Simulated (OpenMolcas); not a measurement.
Tm2+ among 6 point charges of -1 e arranged as an octahedron (Oh), 2.47 Å from the ion.

| Item | Value |
| --- | --- |
| Program | OpenMolcas 26.06 |
| Method | CASSCF |
| Basis | ANO-RCC-VTZP [8s7p5d3f2g1h] |
| Scalar Hamiltonian | DKH2, point nucleus |
| Active space | 13 electrons in 7 orbitals (4f) |
| State averaging | 2S+1 = 2 odd, 7 roots |
| Spin-orbit coupling | RASSI with atomic mean-field integrals over the reference wave functions |

Q: What is the spin-free ground state (labels of O, the rotations of Oh)?

A: 2T1, 3-fold in its orbital part, 100 % from free-ion F terms; it has the highest spin that f13 allows.

Q: Where is the first state of the same spin?

A: 2T2 at 180 cm-1 above the ground state.

Q: What are the lowest two levels with spin-orbit coupling?

A: A 2-fold level Γ6 with g = 2.67, 2.67, 2.67, then a 4-fold level Γ8 116.4 cm-1 above it. Their leading multiplicities are 2 (100 %) and 2 (100 %).

Q: What is χT at 300 K, and how does it compare with the textbook value?

A: Hund's rules give f13 the level 2F7/2 with g = 1.143, so an isolated free-ion multiplet has χT = g² J(J+1) / 8 = 2.571 cm3 K/mol. The computed 2.520 at 300 K differs by -2 %, through the field's splitting, the mixing of terms and any other multiplet in reach.

This is an electrostatic model: the charges have no orbitals. No measured value stands beside these numbers.
